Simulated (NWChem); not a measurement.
Everything below was run with NWChem. System: ITl, charge 0, spin multiplicity 1, at a geometry optimised with B3LYP/def2-SVP with def2 effective core potentials on I, Tl. The structure started from a generated list of species. Level: CR-EOMCCSD(T)/def2-SVPD with def2 effective core potentials on I, Tl, 8 core orbitals frozen.

Job file:

```
start mol
memory heap 100 mb stack 700 mb global 1900 mb
geometry units angstroms nocenter noautoz
  Tl     0.000000     0.000000    -1.145950
  I      0.000000     0.000000     1.751358
  symmetry group C2v
end
basis spherical
  * library def2-svpd
end
ecp
  I library def2-ecp
  Tl library def2-ecp
end
scf
  rhf
  nopen 0
  maxiter 100
  thresh 1e-7
  semidirect memsize 60000000 filesize 0
end
tce
  freeze core 8
  creomsd(t)
  nroots 1
  2eorb
  2emet 13
  thresh 1e-5
  maxiter 200
  tilesize 24
end
task tce energy
```

NWChem printed:

```
             Northwest Computational Chemistry Package (NWChem) 7.3.0
             --------------------------------------------------------

                                NWChem Input Module
                                -------------------

 Scaling coordinates for geometry "geometry" by  1.889725989
 (inverse scale =  0.529177249)

 Turning off AUTOSYM since
 SYMMETRY directive was detected!

                             Geometry "geometry" -> ""
                             -------------------------

 Output coordinates in angstroms (scale by  1.889725989 to convert to a.u.)

  No.       Tag          Charge          X              Y              Z
 ---- ---------------- ---------- -------------- -------------- --------------
    1 Tl                  81.0000     0.00000000     0.00000000    -1.14595000
    2 I                   53.0000     0.00000000     0.00000000     1.75135800

 Effective nuclear repulsion energy (a.u.)     784.0926577208

            Nuclear Dipole moment (a.u.)
            ----------------------------
        X                 Y               Z
 ---------------- ---------------- ----------------
     0.0000000000     0.0000000000     0.0000453534

      Symmetry information
      --------------------

 Group name             C2v
 Group number             16
 Group order               4
 No. of unique centers     2

      Symmetry unique atoms

     1    2


 Summary of "ao basis" -> "" (spherical)
 ------------------------------------------------------------------------------
       Tag                 Description            Shells   Functions and Types
 ---------------- ------------------------------  ------  ---------------------
 *                         def2-svpd                  on all atoms

 Summary of "ao basis" -> "ao basis" (spherical)
 ------------------------------------------------------------------------------
       Tag                 Description            Shells   Functions and Types
 ---------------- ------------------------------  ------  ---------------------
 Tl                        def2-svpd                12       32   5s4p3d
 I                         def2-svpd                13       35   5s5p3d

                                 NWChem SCF Module
                                 -----------------

  ao basis        = "ao basis"
  functions       =    67
  atoms           =     2
  closed shells   =    23
  open shells     =     0
  charge          =   0.00
  wavefunction    = RHF
  use symmetry    = T
  symmetry adapt  = T

 Summary of "ao basis" -> "ao basis" (spherical)
 ------------------------------------------------------------------------------
       Tag                 Description            Shells   Functions and Types
 ---------------- ------------------------------  ------  ---------------------
 Tl                        def2-svpd                12       32   5s4p3d
 I                         def2-svpd                13       35   5s5p3d

      Symmetry analysis of basis
      --------------------------

        a1         31
        a2          6
        b1         15
        b2         15

 Forming initial guess at       0.1s

      Superposition of Atomic Density Guess
      -------------------------------------

 Sum of atomic energies:        -542.36373632

      Non-variational initial energy
      ------------------------------

 Total energy =    -468.131328
 1-e energy   =   -1010.409070
 2-e energy   =     446.389401
 HOMO         =      -0.292634
 LUMO         =       0.001481

      Symmetry analysis of molecular orbitals - initial
      -------------------------------------------------

 !! scf_movecs_sym_adapt:   42 vectors were symmetry contaminated

  Symmetry fudging

 !! scf_movecs_sym_adapt:   40 vectors were symmetry contaminated

  Numbering of irreducible representations:

     1 a1          2 a2          3 b1          4 b2

  Orbital symmetries:

     1 a1          2 a1          3 a1          4 b2          5 b1
     6 a1          7 b1          8 b2          9 a1         10 b2
    11 b1         12 a1         13 a2         14 a1         15 b2
    16 b1         17 a1         18 a2         19 a1         20 a1
    21 b1         22 b2         23 a1         24 b2         25 b1
    26 a1         27 a1         28 a1         29 b1         30 b2
    31 a2         32 a1         33 b1

 Starting SCF solution at       0.5s

 ----------------------------------------------
         Quadratically convergent ROHF

 Convergence threshold     :          1.000E-07
 Maximum no. of iterations :          100
 Final Fock-matrix accuracy:          1.000E-09
 ----------------------------------------------

              iter       energy          gnorm     gmax       time
             ----- ------------------- --------- --------- --------
                 1     -468.2282553151  4.41D-01  1.30D-01      0.5
                 2     -468.2560914552  1.20D-01  2.87D-02      0.5
                 3     -468.2575715695  7.44D-03  2.31D-03      0.6
                 4     -468.2575871619  2.74D-05  9.55D-06      0.6
                 5     -468.2575871620  3.83D-09  7.36D-10      0.7

       Final RHF  results
       ------------------

         Total SCF energy =   -468.257587162025
      One-electron energy =  -1011.581253785294
      Two-electron energy =    447.435326231139
 Nuclear repulsion energy =     95.888340392130

        Time for solution =      0.2s

       Symmetry analysis of molecular orbitals - final
       -----------------------------------------------

  Numbering of irreducible representations:

     1 a1          2 a2          3 b1          4 b2
[...]
 ------------------

 Excited state root  1
 Excitation energy / hartree =        0.154094668954290
                   / eV      =        4.193131073813561
 largest EOMCCSD amplitudes: R1 and R2

 Singles contributions
    25b1  (alpha) ---    22b1  (alpha)        0.6381485862
    34b1  (alpha) ---    22b1  (alpha)       -0.1016961587
    24b2  (alpha) ---    21b2  (alpha)       -0.6381485862
    33b2  (alpha) ---    21b2  (alpha)       -0.1016961587

 Doubles contributions
    25b1  (alpha)    25b1  (beta ) ---    22b1  (alpha)    22b1  (beta )       -0.1060185339
    24b2  (alpha)    24b2  (beta ) ---    21b2  (alpha)    21b2  (beta )        0.1060185339
======= CR-EOMCCSD(T) calculation ======
corresponding R0 value =    -0.000000

CR-EOMCCSD(T) Intermediates cpu wall time             1.4            1.4
 creom_N i2_1 nr of boxes                   168
 creom_N i2_2 nr of boxes                   168
 creom_N i2_3 nr of boxes                   168
 creom_N i2_4 nr of boxes                   168

CR-EOMCCSD(T) triples loop cpu wall             6.4            6.4

 CR-EOMCCSD(T)  total energy / hartree       =      -468.315924503719259
 CR-EOMCCSD(T)  excitation energy (eV)       =      4.08974

 =========================================
 Excited-state calculation ( a2  symmetry)
 =========================================
 Dim. of EOMCC iter. space      500

 EOMCCSD SOLVER TYPE  1
  maxdiff =   0.34802650356340792

 No. of initial right vectors    2

 EOM-CCSD right-hand side iterations
 --------------------------------------------------------------
      Residuum       Omega / hartree  Omega / eV    Cpu    Wall
 --------------------------------------------------------------

 Iteration   1 using    2 trial vectors
   0.3822579449597   0.2481263348225    6.75186     1.5     1.5

 Iteration   2 using    3 trial vectors
   0.0889851204121   0.1609327412448    4.37920     0.6     0.6

 Iteration   3 using    4 trial vectors
   0.0337123838874   0.1556771688974    4.23619     0.7     0.7

 Iteration   4 using    5 trial vectors
   0.0149299352887   0.1545734445650    4.20616     0.6     0.6

 Iteration   5 using    6 trial vectors
   0.0059599495688   0.1541536279456    4.19474     0.6     0.6

 Iteration   6 using    7 trial vectors
   0.0023670100460   0.1541020973330    4.19333     0.6     0.6

 Iteration   7 using    8 trial vectors
   0.0010198201134   0.1540983747985    4.19323     0.7     0.7

 Iteration   8 using    9 trial vectors
   0.0003721630872   0.1540948269831    4.19314     0.6     0.6

 Iteration   9 using   10 trial vectors
   0.0001457998738   0.1540949031597    4.19314     0.6     0.6

 Iteration  10 using   11 trial vectors
   0.0000596927557   0.1540942975787    4.19312     0.6     0.6

 Iteration  11 using   12 trial vectors
   0.0000295324274   0.1540945415250    4.19313     0.6     0.6

 Iteration  12 using   13 trial vectors
   0.0000105510301   0.1540946508990    4.19313     0.6     0.6

 Iteration  13 using   14 trial vectors
   0.0000034605297   0.1540946691786    4.19313     0.6     0.6
 --------------------------------------------------------------
 Iterations converged
 ------------------

 Excited state root  1
 Excitation energy / hartree =        0.154094669178594
                   / eV      =        4.193131079917183
 largest EOMCCSD amplitudes: R1 and R2

 Singles contributions
    25b1  (alpha) ---    21b2  (alpha)        0.6378988912
    34b1  (alpha) ---    21b2  (alpha)       -0.1016563561
    24b2  (alpha) ---    22b1  (alpha)        0.6378988913
    33b2  (alpha) ---    22b1  (alpha)        0.1016563561

 Doubles contributions
======= CR-EOMCCSD(T) calculation ======
corresponding R0 value =     0.000000

CR-EOMCCSD(T) Intermediates cpu wall time             1.4            1.4
 creom_N i2_1 nr of boxes                   168
 creom_N i2_2 nr of boxes                   168
 creom_N i2_3 nr of boxes                   168
 creom_N i2_4 nr of boxes                   168

CR-EOMCCSD(T) triples loop cpu wall             6.2            6.2

 CR-EOMCCSD(T)  total energy / hartree       =      -468.315924503431802
 CR-EOMCCSD(T)  excitation energy (eV)       =      4.08974

 =========================================
 Excited-state calculation ( b1  symmetry)
 =========================================
 Dim. of EOMCC iter. space      500

 EOMCCSD SOLVER TYPE  1
  maxdiff =   0.33665483079979286

 No. of initial right vectors    1

 EOM-CCSD right-hand side iterations
 --------------------------------------------------------------
      Residuum       Omega / hartree  Omega / eV    Cpu    Wall
 --------------------------------------------------------------

 Iteration   1 using    1 trial vectors
   0.3669322939971   0.2229666799292    6.06723     0.9     0.9

 Iteration   2 using    2 trial vectors
   0.0913169091610   0.1522171565346    4.14204     0.6     0.6

 Iteration   3 using    3 trial vectors
   0.0377329222406   0.1472270486732    4.00625     0.6     0.6

 Iteration   4 using    4 trial vectors
   0.0180733166416   0.1457605412635    3.96635     0.6     0.6

 Iteration   5 using    5 trial vectors
   0.0069623473068   0.1453034596287    3.95391     0.6     0.6

 Iteration   6 using    6 trial vectors
   0.0027830528315   0.1452362390173    3.95208     0.7     0.7

 Iteration   7 using    7 trial vectors
   0.0017745193496   0.1452249690763    3.95177     0.7     0.7

 Iteration   8 using    8 trial vectors
   0.0013398173524   0.1452206378799    3.95166     0.6     0.6

 Iteration   9 using    9 trial vectors
   0.0008351031030   0.1452255910618    3.95179     0.6     0.6

 Iteration  10 using   10 trial vectors
   0.0003727608991   0.1452245900016    3.95176     0.6     0.6

 Iteration  11 using   11 trial vectors
   0.0001464241075   0.1452240619593    3.95175     0.6     0.6

 Iteration  12 using   12 trial vectors
   0.0000612639715   0.1452233453417    3.95173     0.6     0.6

 Iteration  13 using   13 trial vectors
   0.0000269884909   0.1452232365409    3.95173     0.6     0.6

 Iteration  14 using   14 trial vectors
   0.0000114004441   0.1452232335726    3.95173     0.6     0.6

 Iteration  15 using   15 trial vectors
   0.0000051808101   0.1452232421963    3.95173     0.6     0.6
 --------------------------------------------------------------
 Iterations converged
 ------------------

 Excited state root  1
 Excitation energy / hartree =        0.145223242196288
                   / eV      =        3.951727166329433
 largest EOMCCSD amplitudes: R1 and R2

 Singles contributions
    25b1  (alpha) ---    23a1  (alpha)       -0.9076189752
    34b1  (alpha) ---    23a1  (alpha)        0.1260989411

 Doubles contributions
======= CR-EOMCCSD(T) calculation ======
corresponding R0 value =     0.000000

CR-EOMCCSD(T) Intermediates cpu wall time             1.3            1.3
 creom_N i2_1 nr of boxes                   168
 creom_N i2_2 nr of boxes                   168
 creom_N i2_3 nr of boxes                   168
 creom_N i2_4 nr of boxes                   168

CR-EOMCCSD(T) triples loop cpu wall             5.7            5.7

 CR-EOMCCSD(T)  total energy / hartree       =      -468.323849163181990
 CR-EOMCCSD(T)  excitation energy (eV)       =      3.87410

 =========================================
 Excited-state calculation ( b2  symmetry)
 =========================================
 Dim. of EOMCC iter. space      500

 EOMCCSD SOLVER TYPE  1
  maxdiff =   0.33665483079979186

 No. of initial right vectors    1

 EOM-CCSD right-hand side iterations
 --------------------------------------------------------------
      Residuum       Omega / hartree  Omega / eV    Cpu    Wall
 --------------------------------------------------------------

 Iteration   1 using    1 trial vectors
   0.3669322939971   0.2229666799292    6.06723     0.9     0.9

 Iteration   2 using    2 trial vectors
   0.0913169091610   0.1522171565346    4.14204     0.6     0.6

 Iteration   3 using    3 trial vectors
   0.0377329222406   0.1472270486732    4.00625     0.6     0.6

 Iteration   4 using    4 trial vectors
   0.0180733166416   0.1457605412635    3.96635     0.6     0.6

 Iteration   5 using    5 trial vectors
   0.0069623473068   0.1453034596287    3.95391     0.6     0.6

 Iteration   6 using    6 trial vectors
   0.0027830528315   0.1452362390173    3.95208     0.6     0.6

 Iteration   7 using    7 trial vectors
   0.0017745193496   0.1452249690763    3.95177     0.6     0.6

 Iteration   8 using    8 trial vectors
   0.0013398173524   0.1452206378799    3.95166     0.6     0.6

 Iteration   9 using    9 trial vectors
   0.0008351031030   0.1452255910618    3.95179     0.6     0.6

 Iteration  10 using   10 trial vectors
   0.0003727608991   0.1452245900016    3.95176     0.6     0.6

 Iteration  11 using   11 trial vectors
   0.0001464241075   0.1452240619593    3.95175     0.6     0.6

 Iteration  12 using   12 trial vectors
   0.0000612639715   0.1452233453417    3.95173     0.7     0.7

 Iteration  13 using   13 trial vectors
   0.0000269884909   0.1452232365409    3.95173     0.6     0.6

 Iteration  14 using   14 trial vectors
   0.0000114004441   0.1452232335725    3.95173     0.7     0.7

 Iteration  15 using   15 trial vectors
   0.0000051808101   0.1452232421963    3.95173     0.6     0.6
 --------------------------------------------------------------
 Iterations converged
 ------------------

 Excited state root  1
 Excitation energy / hartree =        0.145223242196287
                   / eV      =        3.951727166329389
 largest EOMCCSD amplitudes: R1 and R2

 Singles contributions
    24b2  (alpha) ---    23a1  (alpha)        0.9076189752
    33b2  (alpha) ---    23a1  (alpha)        0.1260989411

 Doubles contributions
======= CR-EOMCCSD(T) calculation ======
corresponding R0 value =     0.000000

CR-EOMCCSD(T) Intermediates cpu wall time             1.4            1.4
 creom_N i2_1 nr of boxes                   168
 creom_N i2_2 nr of boxes                   168
 creom_N i2_3 nr of boxes                   168
 creom_N i2_4 nr of boxes                   168

CR-EOMCCSD(T) triples loop cpu wall             5.9            5.9

 CR-EOMCCSD(T)  total energy / hartree       =      -468.323849163181990
 CR-EOMCCSD(T)  excitation energy (eV)       =      3.87410

 Task  times  cpu:       80.0s     wall:       80.0s

 Total times  cpu:       80.1s     wall:       80.1s
```
